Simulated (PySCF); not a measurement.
# Sm⁴⁰⁺: ionisation energy

Sm⁴⁰⁺ [Ar] 3d4 [3d3/2^4, M_J = 0] → Sm⁴¹⁺ [Ar] 3d3 [3d3/2^3, M_J = 3/2], as a difference of total energies. All numbers are calculated (PySCF 2.14, the two-component X2C-1e Hamiltonian, in an even-tempered Gaussian basis (16 s from 8.5 bohr⁻², ratio 2.8; 12 p from 11 bohr⁻², ratio 2.8; 8 d from 11 bohr⁻², ratio 2.8; 3 f from 37 bohr⁻², ratio 3)). Correlated levels: [Ne] frozen; the 74 highest virtual spinors dropped. "Screened" scales the spin-orbit matrix elements by Boettger's factors to mimic the two-electron term; Breit and QED terms are absent.

| method | ionisation energy (eV) |
| --- | --- |
| GHF (spin-free) | 3017.8 |
| GMP2 (spin-free) | 3017.9 |
| GHF (screened spin-orbit) | 3029.0 |
| GMP2 (screened spin-orbit) | 3029.9 |

Breit and QED terms and the two-electron picture change are absent.

The spin-free rows relax to the high-spin LS determinant and lack the spin-orbit shift.

The labels give the starting determinants; with spin-orbit coupling the two ends relaxed to ⟨J²⟩ = 0.00, ⟨L²⟩ = 2.43, ⟨S²⟩ = 2.43 and ⟨J²⟩ = 3.83, ⟨L²⟩ = 8.17, ⟨S²⟩ = 2.19.

For comparison: 3028 ± 4 eV (theoretical estimate listed by NIST; NIST Atomic Spectra Database, ionization energies).
